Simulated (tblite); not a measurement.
Species: hexafluorophosphate, PF₆ (charge -1).
Atom-mapped SMILES: `[F:1][P-:2]([F:3])([F:4])([F:5])([F:6])[F:7]`

Computed with GFN2-xTB (tblite), gas phase: L-BFGS steps from a force-field or distance-geometry start until the largest atomic force falls under 0.01 eV/Å.

Geometry at step 2:
```
atom  x, y, z in Å
F1     -0.6193   -1.4780    0.2114
P2      0.0005   -0.0009   -0.0012
F3      0.9236   -0.5808   -1.2057
F4     -0.9286    0.5549    1.2051
F5      1.1920   -0.3247    1.0588
F6     -1.1770    0.3395   -1.0614
F7      0.6120    1.4949   -0.2342
```

**Question.** What forces act on the atoms?

**Answer.** 
| atom | Fx (eV/Å) | Fy (eV/Å) | Fz (eV/Å) |
| --- | --- | --- | --- |
| F1 | -0.082 | -0.292 | 0.107 |
| P2 | 0.130 | 0.171 | -0.087 |
| F3 | 0.114 | 0.037 | -0.117 |
| F4 | -0.054 | 0.112 | 0.166 |
| F5 | 0.013 | -0.012 | 0.053 |
| F6 | -0.169 | 0.027 | -0.169 |
| F7 | 0.050 | -0.044 | 0.047 |

The largest, 0.32 eV/Å, acts on F1; the rms over all components is 0.119 eV/Å. The forces sum to zero within rounding, as they must for an isolated molecule in no field.

**Question.** Give the force on F1 in Eh/bohr and in nN.

**Answer.** 0.322 eV/Å ÷ 51.422 = 0.00625 Eh/bohr, and 0.322 eV/Å × 1.602 = 0.52 nN.

**Question.** How far is this geometry from the end of the optimisation?

**Answer.** 0.006 eV above it, and 0.013 Å rms away after alignment. The bonds farthest from their final lengths, with half the difference of the two atoms' forces along the bond (positive lengthens):

```tsv
bond	now (Å)	final (Å)	force along bond (eV/Å)
F1–P2	1.616	1.629	+0.27
P2–F6	1.621	1.629	+0.12
P2–F4	1.621	1.629	+0.14
P2–F3	1.625	1.629	+0.03
P2–F7	1.633	1.629	-0.12
P2–F5	1.627	1.629	+0.02
```

The angle farthest from its final value is F3–P2–F4, 179.1° against 180.0°.

What follows is the cost of the whole relaxation. The run took under 0.1 s on an Arm Neoverse V2 with one thread (shared host).
